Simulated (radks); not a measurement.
Results of a calculation; reference values are marked as such.
All-electron atom: Ca XV in [He] 2s2 2p2.

Level of theory: non-relativistic Kohn-Sham, r2SCAN, spin-unpolarised, spherical densities, point nucleus; meta-GGA in the generalised Kohn-Sham scheme (a radial shooting solver on a logarithmic mesh with Libxc functionals).

Energy parts (hartree):
| part | energy |
|---|---|
| total | -537.45532 |
| kinetic | 537.25278 |
| electron-nucleus | -1133.98909 |
| Hartree | 79.49921 |
| exchange-correlation | -20.21821 |

Orbitals (lengths in bohr, moments of r in powers of bohr; <r^-3> diverges for s and p1/2):
\begin{tabular}{lrrrrr}
orbital & occ. & eigenvalue (hartree) & <r^-3> & <r^2> & <1/r> \\ \hline
1s & 2 & -168.0547 & - & 0.007943 & 19.60 \\
2s & 2 & -33.34892 & - & 0.1317 & 4.409 \\
2p & 2 & -31.20070 & 230.3 & 0.1030 & 4.340 \\
3s & 0 & -12.72792 & - & 0.7714 & 1.786 \\
3p & 0 & -12.09195 & 57.88 & 0.7283 & 1.761 \\
\end{tabular}

The highest occupied level is 2p at -849.01 eV. The electron density at the nucleus is 5381 e/bohr^3. The density falls to 0.001 e/bohr^3 at r = 1.01 bohr. For comparison, the ionisation energy in NIST's Atomic Spectra Database is 894.0 eV (semi-empirical). In exact Kohn-Sham theory the highest level is minus the ionisation energy, but local and semilocal functionals leave it too shallow, through self-interaction and a potential that decays too fast; potentials with the right tail come closer. Virial ratio -V/T = 2.00038. Summed over all electrons, <r^2> = 0.4853 bohr^2, which gives a Langevin (diamagnetic) susceptibility term of -0.384 x 10^-6 cm^3/mol.

Beside tabulated values, note that spin-unpolarised runs miss the spin-polarisation part of the exchange energy of open shells.
